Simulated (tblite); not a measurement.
Compound: CH₅NSi₂.
Atom-mapped SMILES: `[N:1]#[C:2][SiH2:3][SiH3:4]` (hydrogens: H5, H6 on Si3; H7, H8, H9 on Si4)

Computed with GFN2-xTB (tblite), gas phase: L-BFGS steps from a force-field or distance-geometry start until the largest atomic force falls under 0.01 eV/Å.

Step 7: E = -299.3931 eV
```
atom  x, y, z in Å  |  force x, y, z in eV/Å
N1      2.7808   -1.2030   -0.4040   -0.002   0.115   0.015
C2      1.9917   -0.3880   -0.2331    0.051  -0.141  -0.026
Si3     0.5684    0.7818    0.0377    0.088   0.232   0.008
Si4    -1.3762   -0.4210    0.0736   -0.096  -0.118   0.042
H5      0.8646    1.4854    1.2850    0.114   0.015   0.078
H6      0.6465    1.7640   -1.0442    0.102   0.024  -0.081
H7     -1.5964   -1.1126   -1.1878   -0.060  -0.101  -0.110
H8     -2.4899    0.4941    0.2886   -0.154   0.064   0.021
H9     -1.3760   -1.3946    1.1591   -0.042  -0.091   0.052
```

Step 8: E = -299.4003 eV
```
atom  x, y, z in Å  |  force x, y, z in eV/Å
N1      2.7751   -1.1932   -0.4029    0.070   0.054   0.004
C2      1.9889   -0.3767   -0.2303    0.059  -0.183  -0.038
Si3     0.5667    0.7871    0.0382   -0.009   0.246   0.015
Si4    -1.3804   -0.4251    0.0737   -0.151  -0.137   0.044
H5      0.8837    1.4824    1.2860    0.075   0.028   0.067
H6      0.6651    1.7626   -1.0499    0.066   0.024  -0.053
H7     -1.6034   -1.1209   -1.1941   -0.029  -0.025   0.023
H8     -2.5000    0.4949    0.2894   -0.046  -0.026   0.001
H9     -1.3821   -1.4051    1.1647   -0.034   0.018  -0.063
```

Step 9: E = -299.4038 eV
```
atom  x, y, z in Å  |  force x, y, z in eV/Å
N1      2.7747   -1.1880   -0.4025    0.114   0.004  -0.005
C2      1.9873   -0.3735   -0.2294   -0.005  -0.124  -0.028
Si3     0.5661    0.7940    0.0387   -0.055   0.138   0.015
Si4    -1.3851   -0.4292    0.0745   -0.116  -0.072   0.021
H5      0.8948    1.4816    1.2882    0.055   0.038   0.056
H6      0.6758    1.7628   -1.0543    0.049   0.033  -0.042
H7     -1.6076   -1.1260   -1.1975   -0.015   0.011   0.086
H8     -2.5066    0.4951    0.2900    0.006  -0.076  -0.008
H9     -1.3858   -1.4107    1.1671   -0.032   0.049  -0.096
```

Step 10: E = -299.4062 eV
```
atom  x, y, z in Å  |  force x, y, z in eV/Å
N1      2.7770   -1.1845   -0.4023    0.116  -0.011  -0.007
C2      1.9857   -0.3739   -0.2294   -0.074  -0.051  -0.013
Si3     0.5650    0.8012    0.0394   -0.054   0.000   0.011
Si4    -1.3903   -0.4331    0.0753   -0.039   0.018  -0.006
H5      0.9036    1.4820    1.2912    0.038   0.038   0.033
H6      0.6840    1.7639   -1.0584    0.036   0.037  -0.027
H7     -1.6109   -1.1295   -1.1984   -0.011   0.021   0.105
H8     -2.5113    0.4940    0.2902    0.018  -0.095  -0.011
H9     -1.3891   -1.4140    1.1672   -0.031   0.042  -0.086
```

Problem. Estimate the geometry and energy of step 11. (The exact step hangs on the optimiser's Hessian estimate; all steps are aligned on step 10, rigid shifts and turns removed.)

Solution. E = -299.4075 eV, largest force 0.098 eV/Å
```
atom  x, y, z in Å  |  force x, y, z in eV/Å
N1      2.7800   -1.1823   -0.4022    0.085   0.008  -0.002
C2      1.9840   -0.3760   -0.2298   -0.096  -0.018  -0.005
Si3     0.5636    0.8052    0.0399   -0.023  -0.069   0.005
Si4    -1.3937   -0.4349    0.0757    0.028   0.074  -0.017
H5      0.9087    1.4830    1.2934    0.024   0.029   0.005
H6      0.6888    1.7652   -1.0610    0.027   0.026  -0.005
H7     -1.6129   -1.1310   -1.1970   -0.013   0.013   0.083
H8     -2.5136    0.4917    0.2902   -0.002  -0.081  -0.007
H9     -1.3913   -1.4149    1.1656   -0.029   0.019  -0.057
```

The energy changes by -0.0013 eV. The first-order estimate −F·Δx gives -0.0018 eV and the mean of the old and new forces, exact on a quadratic surface, -0.0013 eV. The step makes an angle of 54° with the force vector and moves no atom by more than 0.006 Å.

What follows is the cost of the whole relaxation. On one thread of an Arm Neoverse V1, shared host with 32 logical CPUs at a one-minute load of 21, this took 0.13 s of wall time.
